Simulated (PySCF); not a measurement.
Molecule: neo-PeOMe (COCC(C)(C)C, C6H14O).

Structure with atom numbers: `[CH3:1][O:2][CH2:3][C:4]([CH3:5])([CH3:6])[CH3:7]`. Hydrogens are named by the atom that carries them.

Geometry PBE0-D3(BJ)/def2-SVP throughout; GIAO in PySCF 2.14.0 with density-fitted response routines, gas phase, one conformer, non-relativistic; equivalent atoms averaged; basis pcSseg-1.

**Question.** How do the absolute shieldings σ depend on the functional? (ppm; last column core-seconds on shared hosts with different chips, so compare them loosely; the GGAs took longer than the global hybrids here, which isn't the general rule, and the cause wasn't traced)

**Answer.** 
```
functional                    kind     C3     C1  C5/C6/C7     C4     O2  H(C1)  H(C3)  H(C5)/H(C6)/H(C7)  core-s
        HF            Hartree–Fock  115.7  137.3     164.6  165.1  340.7  28.60  29.27              30.85      11
      BLYP                     GGA   85.4  113.1     146.0  139.6  288.6  27.90  28.46              30.44      36
       KT2                     GGA   97.0  122.9     155.3  148.6  295.6  27.75  28.30              30.26      36
       KT3                     GGA   99.1  123.3     155.0  148.8  292.3  27.98  28.49              30.42      36
     B97-D                     GGA   93.2  118.6     150.8  144.9  294.6  27.99  28.51              30.48      36
     B3LYP           global hybrid   92.4  118.9     150.5  145.6  302.8  28.03  28.61              30.49      25
      PBE0           global hybrid   99.7  125.1     156.3  152.5  311.2  27.96  28.53              30.39      34
   wB97X-D  range-separated hybrid  100.2  125.1     156.3  152.7  315.7  28.09  28.65              30.49      38
```

**Question.** Which nucleus moves most, in ppm?

**Answer.** O2 (ether oxygen): from 288.6 ppm with BLYP to 340.7 ppm with HF. The smallest spread is 0.58 ppm, at H(C5)/H(C6)/H(C7). Proton shifts span only some 12 ppm, so a few tenths of a ppm matter as much there as several ppm in carbon.
